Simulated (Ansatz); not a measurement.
Relaxation of Cl$_{2}$GaH$_{2}$O$_{2}$ (7 atoms, charge 0, multiplicity 2), to a largest force component of 0.03 eV/Å in at most 50 steps.

Level of theory: Ansatz, UKS B3LYP-D4/def2-SVP.

```xyz
7
Properties=species:S:1:pos:R:3
Ga -0.228 -0.167 0.261
Cl -1.314 0.395 2.108
O 1.539 -0.111 0.226
H 1.899 -0.412 -0.620
O -1.175 -0.635 -1.168
H -2.132 -0.593 -1.036
Cl 1.202 -0.276 4.022
```

Q: Where does it end, and by what steps?

A: The run converged. After 17 steps the energy has fallen by 0.724 eV; Cl7 moved furthest, 1.97 Å. Joined: Ga1–Cl7 (4.03 → 2.34 Å).

```json
{"step": "0", "energy less start (eV)": "0.0000", "largest force component (eV/Å)": "0.620", "accepted": "yes"}
{"step": "1", "energy less start (eV)": "-0.0327", "largest force component (eV/Å)": "0.266", "accepted": "yes"}
{"step": "2", "energy less start (eV)": "-0.0836", "largest force component (eV/Å)": "0.306", "accepted": "yes"}
{"step": "3", "energy less start (eV)": "-0.0737", "largest force component (eV/Å)": "0.377", "accepted": "no"}
{"step": "4", "energy less start (eV)": "-0.0970", "largest force component (eV/Å)": "0.165", "accepted": "yes"}
{"step": "5", "energy less start (eV)": "-0.1063", "largest force component (eV/Å)": "0.122", "accepted": "yes"}
{"step": "6", "energy less start (eV)": "-0.1191", "largest force component (eV/Å)": "0.128", "accepted": "yes"}
{"step": "7", "energy less start (eV)": "-0.1501", "largest force component (eV/Å)": "0.194", "accepted": "yes"}
{"step": "8", "energy less start (eV)": "-0.1887", "largest force component (eV/Å)": "0.301", "accepted": "yes"}
{"step": "9", "energy less start (eV)": "-0.2529", "largest force component (eV/Å)": "0.367", "accepted": "yes"}
{"step": "10", "energy less start (eV)": "-0.3439", "largest force component (eV/Å)": "0.420", "accepted": "yes"}
{"step": "11", "energy less start (eV)": "-0.4692", "largest force component (eV/Å)": "0.496", "accepted": "yes"}
{"step": "12", "energy less start (eV)": "-0.6242", "largest force component (eV/Å)": "0.438", "accepted": "yes"}
{"step": "13", "energy less start (eV)": "-0.6432", "largest force component (eV/Å)": "1.088", "accepted": "yes"}
{"step": "14", "energy less start (eV)": "-0.6912", "largest force component (eV/Å)": "0.460", "accepted": "yes"}
{"step": "15", "energy less start (eV)": "-0.7221", "largest force component (eV/Å)": "0.089", "accepted": "yes"}
{"step": "16", "energy less start (eV)": "-0.7235", "largest force component (eV/Å)": "0.083", "accepted": "yes"}
{"step": "17", "energy less start (eV)": "-0.7238", "largest force component (eV/Å)": "0.009", "accepted": "yes"}
```

```xyz
7
Properties=species:S:1:pos:R:3
Ga 0.066 -0.222 0.575
Cl -0.853 1.413 1.971
O 1.742 0.167 0.128
H 1.937 -0.043 -0.795
O -1.077 -0.939 -0.588
H -1.964 -1.097 -0.241
Cl -0.061 -1.078 2.744
```

Whether the end is a true minimum wasn't checked by a vibrational analysis.

Run time: 110 s on 4 threads of Arm Neoverse N1 (shared host), peak memory 0.43 GiB.
